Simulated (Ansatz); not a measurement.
Species: ZrF3, net charge 1, singlet state. The spin state was set by rule; other spins were not relaxed. 
Coordinates optimised at B3LYP-D3(BJ)/def2-TZVP (Ansatz, a first-principles code):
```xyz
4

Zr     0.0642     0.2144     0.0900
F      1.5849    -0.6915    -0.4416
F     -0.8187    -0.7446     1.4001
F     -1.0516     0.4833    -1.3585
```
Charge +1, spin multiplicity 1.

Basis-set convergence of Hartree-Fock and CCSD correlation energies (hartree) with Ansatz. Correlated levels leave the core frozen unless marked. No spin-orbit coupling. Frozen are the shells of the preceding noble gas and the d and f shells that filled before the atom's block. In def2 rows, elements after Kr have scalar-relativistic effective core potentials.

```json
[
 {"basis": "def2-SVPD", "functions": "103", "E(HF)": "-344.56009", "E(corr, CCSD)": "-0.67997"},
 {"basis": "def2-TZVPPD", "functions": "176", "E(HF)": "?", "E(corr, CCSD)": "?"}
]
```

**Question.** Some entries are withheld; supply them.

**Answer.** 
- def2-TZVPPD, E(HF): -344.94082
- def2-TZVPPD, E(corr, CCSD): -0.85326
